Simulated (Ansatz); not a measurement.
This geometry of ClHOZn + H4Si (9 atoms, charge 0, multiplicity 1) is a first-order saddle point.

Computed with RKS PBE/def2-SVP in Ansatz.

```xyz
9
Properties=species:S:1:pos:R:3
Zn 0.245 -0.149 -0.030
O -0.294 -0.420 1.797
H -1.076 0.052 2.153
Cl -0.165 -0.233 -2.113
Si 2.529 0.750 1.213
H 3.570 -0.211 1.722
H 2.847 0.983 -0.253
H 2.709 2.092 1.875
H 0.909 0.195 1.775
```

Question: Which two structures does it join? (They come from a converged band through this point; their orientation in space is the band's.)

Answer: Bonds broken: Si5–H9. Bonds formed: Zn1–Si5, O2–H9. ClHOZn + H4Si becomes ClH5OSiZn.

Initial state:

```xyz
9
Properties=species:S:1:pos:R:3
Zn -0.245 -0.336 0.516
O -1.135 -0.074 2.046
H -2.046 -0.417 1.981
Cl 0.668 -0.734 -1.365
Si 2.827 0.922 0.973
H 3.425 -0.417 0.664
H 2.763 1.796 -0.243
H 3.600 1.600 2.068
H 1.416 0.718 1.499
```

Final state:

```xyz
9
Properties=species:S:1:pos:R:3
Zn 0.790 0.262 0.263
O -0.558 -0.039 1.962
H -1.247 -0.381 1.337
Cl -0.918 -0.437 -0.949
Si 2.995 0.985 0.662
H 3.856 -0.141 1.184
H 3.667 1.509 -0.581
H 3.051 2.084 1.694
H -0.362 -0.782 2.567
```

Question: How far does it lie above each of them?

Answer: 20.7 kcal/mol above the first and 37.4 kcal/mol above the second. This is the barrier of this one path; another mechanism may lie lower. The orbitals stay closed-shell, which can raise the energy where a bond breaks towards radicals; this wasn't checked here.

Time of the run: 4.1 min on 2 threads of Arm Neoverse V1 (shared host), peak memory 0.17 GiB.
